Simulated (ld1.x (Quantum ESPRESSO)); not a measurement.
## Plane-wave convergence, TM potential for Ni

ld1.x (Quantum ESPRESSO) 7.5 input, shortened:

```
&input
   title='Ni', zed=28., rel=1, dft='PBESOL', iswitch=3,
   config='[Ar] 3d8 4s1 4p0'
 /
 &inputp
   pseudotype=2, tm=.true., lloc=1,
   nlcc=.false.
 /
3
4S  1  0   1.00   0.00  1.90  1.90  0.0
3D  3  2   8.00   0.00  1.35  1.35  0.0
4P  2  1   0.00   0.00  2.20  2.20  0.0
 &test
   configts(1)='3d8 4s1 4p0'
 /
```

The pseudo-atom Hamiltonian at the reference potential is diagonalised in spherical Bessel functions j_l(qr) that vanish at 20 bohr, with q² up to the cutoff. All-electron valence levels (Ry): 4s -0.9685, 3d -1.3196, 4p -0.5531.

Problem. How do the lowest levels (Ry) of each channel move with the cutoff, and are there ghosts?

Solution.

| cutoff (Ry) | s #1 | s #2 | s #3 | d #1 | p #1 | p #2 | f #1 | Σ f·Δε (mRy) |
| --- | --- | --- | --- | --- | --- | --- | --- | --- |
| 8 | -3.3875 | -0.9574 | -0.2443 | -0.1892 | -0.5511 | -0.1605 | -0.0509 | 9054.1 |
| 15 | -4.2263 | -0.9647 | -0.2474 | -0.1896 | -0.5530 | -0.1610 | -0.0509 | 9043.8 |
| 21 | -4.4093 | -0.9669 | -0.2481 | -0.1907 | -0.5531 | -0.1610 | -0.0509 | 9032.8 |
| 35 | -4.8104 | -0.9683 | -0.2489 | -0.1978 | -0.5531 | -0.1610 | -0.0509 | 8975.0 |
| 50 | -4.8403 | -0.9684 | -0.2489 | -0.2744 | -0.5531 | -0.1610 | -0.0509 | 8362.0 |
| 60 | -4.8536 | -0.9685 | -0.2489 | -0.5522 | -0.5531 | -0.1610 | -0.0509 | 6139.4 |
| 90 | -4.8570 | -0.9685 | -0.2489 | -1.2198 | -0.5531 | -0.1610 | -0.0509 | 798.7 |
| 120 | -4.8573 | -0.9685 | -0.2489 | -1.3131 | -0.5531 | -0.1610 | -0.0509 | 51.9 |
| 180 | -4.8574 | -0.9685 | -0.2489 | -1.3193 | -0.5531 | -0.1610 | -0.0509 | 2.7 |
| 230 | -4.8574 | -0.9685 | -0.2489 | -1.3195 | -0.5531 | -0.1610 | -0.0509 | 1.2 |
| 350 | -4.8574 | -0.9685 | -0.2489 | -1.3196 | -0.5531 | -0.1610 | -0.0509 | 0.0 |
| 400 | -4.8574 | -0.9685 | -0.2489 | -1.3196 | -0.5531 | -0.1610 | -0.0509 | 0.0 |

Result: ghost state, extra bound levels that the all-electron valence spectrum of the same l lacks: s at -66.1 eV (a true bound ghost makes a file unfit for plane-wave use); 10 mRy is reached at 140 Ry and 1 mRy at 260 Ry.

Its largest configuration-test error is -1934 meV.
